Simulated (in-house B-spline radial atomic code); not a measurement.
RPA and G0W0 on r2SCAN: K⁸⁺

Configuration [Ne] 3s1, highest spin, mean-field start r2SCAN. Computed with an all-electron radial atomic-structure program (B-spline basis): all electrons, non-relativistic, point nucleus, each spin shell either full or empty, empty states to l = 9 with an (l + 1/2)⁻⁴ tail; G0W0 by contour deformation at full frequency.

Command:
```bash
python run_gw.py task.json out
```
Settings (radii: box in bohr, nucleus in fm):
```
Z                        19
electrons                11
configuration            [Ne] 3s1
hamiltonian              nr
method                   r2scan
lmax                     9
spin_polarised           True
box_radius               7.7
intervals                47
ion_configuration        [He] 2s2 2p6
```

Time taken, with all properties: 1.9 s on 1 thread of Intel(R) Xeon(R) 6975P-C, with other jobs on the host.

Energies (hartree):

| term | value |
| --- | --- |
| mean-field total | -578.00885 |
| Hartree-Fock functional on these orbitals | -577.58809 |
| direct second order | -0.72558 |
| second-order exchange | 0.27899 |
| SOSEX correction | 0.2601 |

Question: What is the RPA correlation energy, and what remains with SOSEX?

Answer: RPA gives -0.67142 hartree (-1.66 eV per electron); RPA + SOSEX gives -0.41132, and the second-order doubles -0.44659 hartree (no singles). SOSEX takes back 39 % of the RPA value.

Quasi-particle levels (eV):

```
  level  occupied  mean field  Σx - vxc     Σc  QP weight     G0W0
  3s up       yes     -167.25     -7.45      ?          ?        ?
2p down       yes     -447.95    -28.48   2.99      0.973  -473.44
  2p up       yes     -448.57    -28.77   3.09      0.970  -474.25
3s down        no     -156.55      4.79  -2.61      0.962  -154.37
```

G0W0 = mean field + (Σx - vxc) + Σc, with Σc (partial-wave tail included) taken at the quasi-particle energy. Only the outer levels were computed. Levels of low weight are left out.

Question: Where does G0W0 put 3s up?

Answer: At -176.60 eV, with Σc = -1.90 eV and a quasi-particle weight of 0.975. The tabulated removal energy is 175.817 ± 0.0025 eV (NIST, semi-empirical); the calculation leaves out relativity, Breit and QED terms, and what these don't explain is the method's own error.

Question: What does it cost to remove one electron (to [He] 2s2 2p6) by differences of total energies, each species on its own start (correlation terms add to the Hartree-Fock functional)?

Answer: r2SCAN 174.95 eV, Hartree-Fock functional 174.59 eV, + RPA 176.16 eV, + RPA + SOSEX 175.09 eV, + second order 175.20 eV. Tabulated: 175.817 ± 0.0025 eV (NIST, semi-empirical); the calculation leaves out relativity, Breit and QED terms, and what these don't explain is the method's own error.
